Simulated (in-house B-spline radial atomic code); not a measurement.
Values are calculated unless marked as measured or tabulated.
## K in an electron gas of r_s = 3.6: phase shifts, screening and friction

A nucleus sits in a uniform electron gas with a rigid positive background. The Kohn-Sham equations are solved self-consistently in the spin-unpolarised LDA (PW92), non-relativistic, on B-splines with outgoing waves at the boundary and partial waves to l = 8. The model has no lattice, no bands and no magnetic solution. Atomic units; δ_l are the phase shifts at the Fermi level, counted so that each bound state adds π, and good to about 0.0005.

The density parameter is r_s = 3.6 bohr.

```json
{"l": "0", "δ_l (rad)": "9.2923"}
{"l": "1", "δ_l (rad)": "6.4118"}
{"l": "2", "δ_l (rad)": "0.2763"}
{"l": "3", "δ_l (rad)": "-0.0063"}
{"l": "4", "δ_l (rad)": "-0.0023"}
{"l": "5", "δ_l (rad)": "0.0000"}
{"l": "6", "δ_l (rad)": "-0.0001"}
{"l": "7", "δ_l (rad)": "0.0000"}
{"l": "8", "δ_l (rad)": "0.0000"}
```

Bound levels below the band bottom (hartree): s -128.2, s -12.62, p -10.07, s -1.079, p -0.4934.

Q: Check the Friedel sum rule, and say where the screening charge sits.

A: k_F = (9π/4)^(1/3)/r_s = 0.53310. The rule is Z = (2/π) Σ (2l + 1) δ_l. The terms are s 5.916, p 12.246, d 0.879, f -0.028 and -0.014 beyond, in all 18.999 against Z = 19. Bound states hold 6 s, 12 p, 0 d electrons, so the scattering states carry 1.00 in all; where a term is smaller than its bound count, the bound level has drawn weight out of the band.

Q: Find the transport cross section and the electronic stopping of a 2 keV K ion (mass 39.1 u).

A: σ_tr = (4π/k_F²) Σ (l + 1) sin²(δ_l − δ_(l+1)). The terms for l = 0 to 3 are 0.0666, 0.0433, 0.2333, 0.0001, all together 0.3433, so σ_tr = 44.217 × 0.3433 = 15.180 bohr². With n = 3/(4π r_s³) = 0.005117, the friction coefficient is Q = n k_F σ_tr = 0.0414. For v well below v_F = 0.533, dE/dx = Q v; with 24801 eV per u at v = 1, v = √(2000/(24801 × 39.1)) = 0.0454, so dE/dx = 0.00188 hartree/bohr = 0.967 eV/nm. The largest term couples the d and f waves.
